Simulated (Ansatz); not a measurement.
Geometry optimisation, RKS PBE/cc-pVDZ (Ansatz).

Input:

```yaml
crystal:
  periodic: [false, false, false]
  atoms:
    - { symbol: Al, position_ang: [-1.1834, 0.8347, -0.1057] }
    - { symbol: "N", position_ang: [0.5064, -0.329, -0.9982] }
    - { symbol: H, position_ang: [-2.5396, 0.1315, -0.2652] }
    - { symbol: H, position_ang: [-1.0627, 2.3562, -0.2746] }
    - { symbol: H, position_ang: [0.5946, -0.4444, 1.7031] }
    - { symbol: F, position_ang: [-0.347, 0.295, 1.7551] }
    - { symbol: H, position_ang: [1.1351, -0.8285, 0.0699] }
    - { symbol: F, position_ang: [1.457, -1.1046, 1.1999] }
    - { symbol: H, position_ang: [1.1931, 0.2117, -1.5115] }
    - { symbol: H, position_ang: [0.2465, -1.1228, -1.5728] }
basis:
  gaussian: { orbitals: cc-pVDZ }
hamiltonian:
  xc: pbe
relax:
  f_tol: 0.15
  max_steps: 25
  restrain:
    - { distance: [0, 5], at: 3.08, k: 30.0 }
    - { distance: [4, 7], at: 2.18, k: 30.0 }
    - { distance: [6, 1], at: 2.32, k: 30.0 }
    - { distance: [0, 1], at: 1.92, k: 30.0 }
    - { distance: [4, 5], at: 0.88, k: 30.0 }
    - { distance: [6, 7], at: 0.88, k: 30.0 }
output:
  orbitals: {}
```

Run as:

```bash
$ ansatz run input.yaml --threads 2 --pin off --max-ram 3072MiB --backend cpu --events-out ev --progress --plain --runs-dir out
```

Question: Where does it end, and by what steps?

Answer: The run converged. The restraints hold the end off the free minimum. After 6 steps the energy has risen by 1.209 eV (the restraints' own energy left out); H5 moved furthest, 0.71 Å. Joined: H5–F6 (1.20 → 0.92 Å), H7–F8 (1.21 → 0.92 Å).

| step | energy less start (eV) | largest force component (eV/Å) | accepted |
| --- | --- | --- | --- |
| 0 | 0.0000 | 2.703 | yes |
| 1 | 0.5587 | 2.281 | yes |
| 2 | 1.6030 | 6.198 | yes |
| 3 | 1.3777 | 1.979 | yes |
| 4 | 1.2951 | 1.502 | yes |
| 5 | 1.2231 | 1.507 | yes |
| 6 | 1.2094 | 1.548 | yes |

```xyz
10
Properties=species:S:1:pos:R:3
Al -1.156 0.812 -0.559
N 0.258 -0.146 -1.355
H -2.507 -0.004 -0.329
H -0.896 2.367 -0.322
H 0.350 -0.250 2.337
F -0.381 0.308 2.366
H 1.455 -1.069 0.380
F 1.803 -1.366 1.182
H 1.011 0.359 -1.832
H 0.063 -1.012 -1.868
```

The run took 6.5 s on 2 threads of Intel(R) Xeon(R) 6975P-C (Granite Rapids), with other jobs on the host, peak memory 0.14 GiB.
